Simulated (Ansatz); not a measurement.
The cluster Mg6N3. Charge 0, multiplicity 2. Geometry r2SCAN-D4/def2-SVP.

```xyz
9

Mg    0.4907   -1.1931   -1.3912
Mg    0.6434    1.7031   -1.9785
Mg    0.1068    2.3920    1.1173
Mg    0.1821   -0.7043    1.7159
Mg   -2.2848   -2.5564    0.3263
Mg   -1.8365    0.5108   -0.2955
N     1.7957   -0.0526    0.1415
N     1.7832    1.1316    0.2756
N    -0.8806   -1.2312    0.0885
```

B3LYP takes the VWN-RPA correlation. At PBE-D4/def2-TZVP, r2SCAN-D4/def2-TZVP, B3LYP-D4/def2-TZVP, PBE0-D4/def2-TZVP and others the charge 0 doublet is spin-contaminated (final ⟨S²⟩ up to 1.91, 0.75 for a pure state). Another isomer (doublet) lies 0.49 eV lower at PBE0-D4/def2-TZVP; other spin states weren't run for this one.

(1) Estimate the α-spin orbital energies around the gap (eV) in Ansatz with PBE-D4/def2-TZVP, r2SCAN-D4/def2-TZVP, B3LYP-D4/def2-TZVP, PBE0-D4/def2-TZVP, CAM-B3LYP-D4/def2-TZVP.

Answers

(1) 
```json
{"orbital": "HOMO−9", "PBE-D4/def2-TZVP": "-10.76", "r2SCAN-D4/def2-TZVP": "-11.42", "B3LYP-D4/def2-TZVP": "-12.28", "PBE0-D4/def2-TZVP": "-12.80", "CAM-B3LYP-D4/def2-TZVP": "-14.31"}
{"orbital": "HOMO−8", "PBE-D4/def2-TZVP": "-9.81", "r2SCAN-D4/def2-TZVP": "-10.35", "B3LYP-D4/def2-TZVP": "-11.21", "PBE0-D4/def2-TZVP": "-11.63", "CAM-B3LYP-D4/def2-TZVP": "-13.09"}
{"orbital": "HOMO−7", "PBE-D4/def2-TZVP": "-7.09", "r2SCAN-D4/def2-TZVP": "-7.31", "B3LYP-D4/def2-TZVP": "-7.93", "PBE0-D4/def2-TZVP": "-8.27", "CAM-B3LYP-D4/def2-TZVP": "-9.55"}
{"orbital": "HOMO−6", "PBE-D4/def2-TZVP": "-6.89", "r2SCAN-D4/def2-TZVP": "-7.11", "B3LYP-D4/def2-TZVP": "-7.74", "PBE0-D4/def2-TZVP": "-8.06", "CAM-B3LYP-D4/def2-TZVP": "-9.31"}
{"orbital": "HOMO−5", "PBE-D4/def2-TZVP": "-6.77", "r2SCAN-D4/def2-TZVP": "-6.95", "B3LYP-D4/def2-TZVP": "-7.57", "PBE0-D4/def2-TZVP": "-7.89", "CAM-B3LYP-D4/def2-TZVP": "-9.10"}
{"orbital": "HOMO−4", "PBE-D4/def2-TZVP": "-5.58", "r2SCAN-D4/def2-TZVP": "-5.75", "B3LYP-D4/def2-TZVP": "-6.24", "PBE0-D4/def2-TZVP": "-6.48", "CAM-B3LYP-D4/def2-TZVP": "-7.63"}
{"orbital": "HOMO−3", "PBE-D4/def2-TZVP": "-4.49", "r2SCAN-D4/def2-TZVP": "-4.61", "B3LYP-D4/def2-TZVP": "-5.02", "PBE0-D4/def2-TZVP": "-5.23", "CAM-B3LYP-D4/def2-TZVP": "-6.36"}
{"orbital": "HOMO−2", "PBE-D4/def2-TZVP": "-4.15", "r2SCAN-D4/def2-TZVP": "-4.20", "B3LYP-D4/def2-TZVP": "-4.54", "PBE0-D4/def2-TZVP": "-4.85", "CAM-B3LYP-D4/def2-TZVP": "-5.97"}
{"orbital": "HOMO−1", "PBE-D4/def2-TZVP": "-3.74", "r2SCAN-D4/def2-TZVP": "-4.00", "B3LYP-D4/def2-TZVP": "-4.44", "PBE0-D4/def2-TZVP": "-4.61", "CAM-B3LYP-D4/def2-TZVP": "-5.33"}
{"orbital": "HOMO", "PBE-D4/def2-TZVP": "-3.66", "r2SCAN-D4/def2-TZVP": "-3.84", "B3LYP-D4/def2-TZVP": "-4.07", "PBE0-D4/def2-TZVP": "-4.26", "CAM-B3LYP-D4/def2-TZVP": "-5.03"}
{"orbital": "LUMO", "PBE-D4/def2-TZVP": "-2.99", "r2SCAN-D4/def2-TZVP": "-2.85", "B3LYP-D4/def2-TZVP": "-2.57", "PBE0-D4/def2-TZVP": "-2.35", "CAM-B3LYP-D4/def2-TZVP": "-1.63"}
{"orbital": "LUMO+1", "PBE-D4/def2-TZVP": "-2.78", "r2SCAN-D4/def2-TZVP": "-2.60", "B3LYP-D4/def2-TZVP": "-2.13", "PBE0-D4/def2-TZVP": "-2.04", "CAM-B3LYP-D4/def2-TZVP": "-1.03"}
{"orbital": "LUMO+2", "PBE-D4/def2-TZVP": "-2.28", "r2SCAN-D4/def2-TZVP": "-2.11", "B3LYP-D4/def2-TZVP": "-1.90", "PBE0-D4/def2-TZVP": "-1.76", "CAM-B3LYP-D4/def2-TZVP": "-0.99"}
{"orbital": "LUMO+3", "PBE-D4/def2-TZVP": "-2.08", "r2SCAN-D4/def2-TZVP": "-2.07", "B3LYP-D4/def2-TZVP": "-1.49", "PBE0-D4/def2-TZVP": "-1.50", "CAM-B3LYP-D4/def2-TZVP": "-0.50"}
{"orbital": "LUMO+4", "PBE-D4/def2-TZVP": "-2.00", "r2SCAN-D4/def2-TZVP": "-1.88", "B3LYP-D4/def2-TZVP": "-1.41", "PBE0-D4/def2-TZVP": "-1.36", "CAM-B3LYP-D4/def2-TZVP": "-0.31"}
{"orbital": "LUMO+5", "PBE-D4/def2-TZVP": "-1.61", "r2SCAN-D4/def2-TZVP": "-1.48", "B3LYP-D4/def2-TZVP": "-1.08", "PBE0-D4/def2-TZVP": "-1.06", "CAM-B3LYP-D4/def2-TZVP": "-0.12"}
{"orbital": "β HOMO", "PBE-D4/def2-TZVP": "-3.61", "r2SCAN-D4/def2-TZVP": "-3.75", "B3LYP-D4/def2-TZVP": "-3.99", "PBE0-D4/def2-TZVP": "-4.18", "CAM-B3LYP-D4/def2-TZVP": "-4.96"}
{"orbital": "β LUMO", "PBE-D4/def2-TZVP": "-3.02", "r2SCAN-D4/def2-TZVP": "-2.73", "B3LYP-D4/def2-TZVP": "-2.57", "PBE0-D4/def2-TZVP": "-2.40", "CAM-B3LYP-D4/def2-TZVP": "-1.58"}
```
